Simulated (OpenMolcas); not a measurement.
Tm2+ among 8 point charges of -1.5 e arranged as a cube (Oh).

| Item | Value |
| --- | --- |
| Program | OpenMolcas |
| Method | CASSCF |
| Basis | ANO-RCC-VDZP [7s6p4d2f1g] |
| Scalar Hamiltonian | DKH2, point nucleus |
| Active space | 13 electrons in 7 orbitals (4f) |
| State averaging | 2S+1 = 2 odd, 7 roots |
| Spin-orbit coupling | state interaction with AMFI integrals over the reference wave functions |

All point charges move together. At R = 2.5 Å the width of the lowest J multiplet is 356 cm-1, and at R = 2.99 Å it is 140 cm-1.

A third run gives 211 cm-1. What distance was it run at?

With a power law R^-n the two known points give n = -ln(140 / 356) / ln(2.99 / 2.5) = 5.21. Then R = 2.5 × (356 / 211)^(1/5.21) = 2.764 Å. The run was at 2.76 Å, so the estimate is off by +0.004 Å.

Point charges carry no covalency, so the field is a model and not that of real ligands. No measured value stands beside these numbers.
